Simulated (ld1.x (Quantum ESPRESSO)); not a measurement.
## Scattering properties, ultrasoft potential for Cu

| Quantity | Value |
| --- | --- |
| Element | Cu (Z = 29) |
| Generator | ld1.x (Quantum ESPRESSO) 7.5 |
| Type | ultrasoft |
| Functional | PBEsol |
| Relativity | scalar-relativistic |
| Frozen core | [Ne] |
| Valence charge | 19 |
| Reference configuration | 3s2 3p6 3d10 4s1 4p0 |
| Partial waves | 3s (bound): rcut 1.05, rcutus 1.35 bohr; 4s (bound): rcut 1.05, rcutus 1.35 bohr; 3p (bound): rcut 1.10, rcutus 1.55 bohr; 4p (bound, empty): rcut 1.10, rcutus 1.55 bohr; 3d (bound): rcut 1.05, rcutus 1.15 bohr; 3d channel at -0.05 Ry: rcut 1.05, rcutus 1.15 bohr |
| Local potential | all-electron potential smoothed inside 1.15 bohr (lloc = -2) |
| Core correction | none |
| Augmentation charge | PSQ, inside the norm-conserving radii |

The phase is arctan(r·u′/u) with u = r·R(r), unwrapped; energies in Ry, scanned from -10 to 5 Ry. A pole is an energy at which the radial function vanishes at the test radius. The pseudo phase is shifted by a multiple of π to meet the all-electron one at the reference energy, and phase errors are pseudo minus all-electron; the curves can meet again beyond the range given. Levels narrower than the energy grid can be missing from the lists of poles.

For each channel, where are the poles, and over which energies does the pseudopotential scatter like the atom?

```
channel  radius (bohr)  reference energy (Ry)  poles, all-electron  poles, pseudo  unbroken range about the reference energy with phases within 0.05 rad  phase error 1 Ry above the reference energy (rad)
      s           1.69                  -0.34                -8.29          -8.29                                                        the whole range                                             -0.000
      p           1.69                  -0.05                -5.08          -5.08                                                        the whole range                                             -0.001
      d           1.69                  -0.37                 0.25           0.25                                                        the whole range                                             -0.000
```

Phases in the p channel:

```tsv
E (Ry)	all-electron	pseudo
-10.00	1.368	1.367
-9.76	1.365	1.364
-9.52	1.361	1.361
-9.28	1.357	1.357
-9.04	1.353	1.353
-8.80	1.349	1.348
-8.56	1.344	1.343
-8.32	1.339	1.338
-8.08	1.333	1.332
-7.84	1.326	1.325
-7.60	1.319	1.318
-7.36	1.310	1.309
-7.12	1.299	1.298
-6.88	1.285	1.284
-6.64	1.268	1.267
-6.40	1.242	1.241
-6.16	1.202	1.201
-5.92	1.125	1.124
-5.68	0.901	0.899
-5.44	-0.504	-0.505
-5.20	-1.460	-1.460
-4.96	-1.628	-1.628
-4.72	-1.694	-1.695
-4.48	-1.732	-1.732
-4.24	-1.757	-1.758
-4.00	-1.777	-1.778
-3.76	-1.794	-1.794
-3.52	-1.808	-1.809
-3.28	-1.822	-1.822
-3.04	-1.835	-1.835
-2.80	-1.848	-1.849
-2.56	-1.861	-1.862
-2.32	-1.875	-1.875
-2.08	-1.890	-1.890
-1.84	-1.905	-1.905
-1.60	-1.922	-1.922
-1.36	-1.940	-1.940
-1.12	-1.960	-1.960
-0.88	-1.982	-1.982
-0.64	-2.007	-2.007
-0.40	-2.035	-2.035
-0.16	-2.067	-2.067
0.08	-2.105	-2.105
0.32	-2.148	-2.149
0.56	-2.200	-2.201
0.80	-2.263	-2.264
1.04	-2.339	-2.341
1.28	-2.433	-2.435
1.52	-2.549	-2.553
1.76	-2.692	-2.699
2.00	-2.865	-2.876
2.24	-3.065	-3.081
2.48	-3.281	-3.302
2.72	-3.494	-3.519
2.96	-3.688	-3.715
3.20	-3.853	-3.880
3.44	-3.989	-4.015
3.68	-4.099	-4.123
3.92	-4.187	-4.210
4.16	-4.260	-4.282
4.40	-4.319	-4.340
4.64	-4.369	-4.389
4.88	-4.411	-4.431
```
